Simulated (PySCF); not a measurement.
Al(Me)(OH)2 (CH₅AlO₂), SMILES [CH3][Al]([OH])[OH]. Atoms are numbered in the order given.

```xyz
9

Al     0.0472    -0.0049     0.0000
C     -1.8884    -0.0011     0.0000
H     -2.2674     1.0355     0.0000
H     -2.2971    -0.4970    -0.8947
H     -2.2971    -0.4970     0.8947
O      0.8719    -0.0003    -1.4933
H      1.8137     0.0163    -1.6664
O      0.8719    -0.0003     1.4933
H      1.8137     0.0163     1.6664
```
Charge 0, spin multiplicity 1.

Geometry optimised at ωB97X-D3(BJ)/def2-SVP. The isomer is the one that the SMILES or the coordinates give; other isomers of the formula were not compared. The values are those of a single conformer.

Level of theory: TDDFT-ωB97X/def2-SVPD (PySCF 2.14.0).

Vertical excitations.  State labels are in the subgroup Cs.

**Question.** Give excitation energies, oscillator strengths and character. (An estimate is asked for; the answer gives what the named calculation found.)

**Answer.** 
| state | symmetry | energy (eV) | λ (nm) | f | main pairs |
|---|---|---|---|---|---|
| S1 | A" | 7.49 | 166 | 0.000 | HOMO−1→LUMO 82 % |
| S2 | A" | 7.69 | 161 | 0.068 | HOMO−2→LUMO 81 % |
| S3 | A' | 7.85 | 158 | 0.162 | HOMO→LUMO 79 % |
| S4 | A' | 7.97 | 156 | 0.068 | HOMO−3→LUMO 63 %, HOMO→LUMO+1 15 %, HOMO−1→LUMO+3 11 % |
| S5 | A' | 8.31 | 149 | 0.131 | HOMO→LUMO+1 79 %, HOMO−3→LUMO 13 % |
| S6 | A" | 8.48 | 146 | 0.000 | HOMO−2→LUMO+1 94 % |
| S7 | A' | 8.61 | 144 | 0.060 | HOMO−4→LUMO 61 %, HOMO−2→LUMO+3 26 % |
| S8 | A" | 8.95 | 139 | 0.095 | HOMO−1→LUMO+1 85 % |
| S9 | A' | 9.37 | 132 | 0.066 | HOMO−3→LUMO+1 83 % |
| S10 | A" | 9.42 | 132 | 0.000 | HOMO−1→LUMO+2 56 %, HOMO−1→LUMO+4 18 %, HOMO−3→LUMO+3 13 % |
| T1 | A" | 7.29 | 170 | 0 | HOMO−1→LUMO 78 % |
| T2 | A' | 7.29 | 170 | 0 | HOMO→LUMO 73 % |
| T3 | A" | 7.36 | 168 | 0 | HOMO−2→LUMO 80 % |
| T4 | A' | 7.67 | 162 | 0 | HOMO→LUMO+1 73 %, HOMO−3→LUMO 14 % |
Triplets are in the Tamm–Dancoff approximation, which puts them higher than full response would, so one can lie above its singlet here.
